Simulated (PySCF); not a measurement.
**Unknown compound**

The spectra below were simulated for a compound C₂H₁₁FSi₃.

$^{1}$H NMR (400 MHz, computed): δ 4.98 (m, 2H), 3.59 (s, 6H), 0.18 (s, 3H).

$^{13}$C{$^{1}$H} NMR (computed): δ 82.1 (CH2), -4.3 (CH3).

- shieldings: GIAO PBE0/pcSseg-1
- GFN2-xTB structure
- program: PySCF 2.14
- relativity neglected, in vacuum, a single conformation, equivalent nuclei averaged

δ = σ(ref) − σ, references computed at the same level: TMS for $^{1}$H, $^{13}$C.

Task: Deduce the structure.

Result: 
1. Rings plus π bonds: 0.
2. 2 carbon signals for 2 carbons: no two carbons are equivalent.
3. Carbon types of the structure: 1 × CH2, 1 × CH3, leaving 6 H on heteroatoms.
4. δC 82.1: sp3 CH2 bonded to F and Si; the inductive effect lowers its shielding.
5. δC -4.3: methyl carbon bonded to Si; an electropositive neighbour leaves it electron-rich and shielded.
6. δH 4.98: hydrogen on an sp3 CH2 bonded to F and Si; its carbon carries F, which withdraws density.
7. δH 3.59: hydrogen on a silicon bonded to Si.
8. δH 0.18: hydrogen on a methyl carbon bonded to Si; an electropositive neighbour shields it, as in TMS itself.

Structure: SMILES C[Si]([SiH3])([SiH3])CF.

The shifts were computed for this structure.

Splittings by $^{19}$F in the carbon and heteronuclear signals aren't shown, as no couplings were computed. Shifts are as computed. Against solution values, carbons near 30 ppm lie about +3 ppm off and those near 130 ppm about +5 ppm. Of 1211 compounds with measured shifts, 218 miss one by over three times the rms of a fit or turn the order of signals round; such compounds aren't used in these exercises. Multiplicities follow the n + 1 count of equivalent neighbours, as no J values were calculated; m marks all less simple cases, F and P coupling included.
